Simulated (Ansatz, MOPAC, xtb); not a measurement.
Diatomic SiS-, multiplicity 2 (lowest of 2S+1 = 2, 4 at CCSD(T)/def2-TZVPP on PBE0 minima; our sources give no spin for the ground state, which may be another).

The constants come from a fifth-degree fit in 1/R (seven points, main isotopes). In def2 and cc sets the state is the lowest found near the PBE0 minimum, followed along R.

Programs: Ansatz (a program for electronic structure) with Gaussian orbitals; MOPAC for PM6 (differences of heats of formation); xtb for the GFN methods. Each number belongs to the level named beside it. The GFN methods have no spin term and hold the electronic entropy of 300 K.

```tsv
level	r_e (Å)	ω_e (cm⁻¹)	B_e (cm⁻¹)	ω_e x_e (cm⁻¹)
PM6	2.081	585	0.261	1.6
GFN1-xTB	1.945	853	0.299	3.9
GFN2-xTB	2.093	576	0.258	4.2
SVWN5/def2-TZVPP	2.031	611	0.274	2.4
PBE/def2-TZVPP	2.051	594	0.269	2.4
r2SCAN/def2-TZVPP	2.036	616	0.272	2.4
B97M-V/def2-TZVPP	2.029	625	0.275	2.4
B3LYP/def2-TZVPP	2.042	606	0.271	2.4
PBE0/def2-TZVPP	2.030	627	0.274	2.3
BHLYP/def2-TZVPP	2.021	639	0.276	2.3
CAM-B3LYP/def2-TZVPP	2.022	636	0.276	2.2
wB97X-V/def2-TZVPP	2.018	651	0.277	2.1
wB97M-V/def2-TZVPP	2.023	640	0.276	2.2
B2PLYP/def2-TZVPP	2.039	612	0.272	2.4
CCSD/aug-cc-pV(T+d)Z	2.032	624	0.274	2.3
CCSD/def2-TZVPP	2.033	633	0.273	2.3
CCSD/aug-cc-pV(Q+d)Z	2.023	632	0.276	2.3
CCSD/def2-QZVPP	2.026	634	0.275	2.3
CCSD(T)/aug-cc-pV(T+d)Z	2.042	607	0.271	2.4
CCSD(T)/def2-TZVPP	2.042	616	0.271	2.4
CCSD(T)/aug-cc-pV(Q+d)Z	2.032	615	0.274	2.4
CCSD(T)/def2-QZVPP	2.035	618	0.273	2.4
CCSD(T)/CBS(aug-cc-pV(T+d)Z, aug-cc-pV(Q+d)Z)	2.028	621	0.275	2.4
CCSD(T)/CBS(def2-TZVPP, def2-QZVPP)	2.032	622	0.274	2.4
```

Cores are frozen in the correlated methods. CBS(a, b) extrapolates the correlation energy as X⁻³ and adds the Hartree–Fock energy of set b. The state reached by PM6 isn't checked.
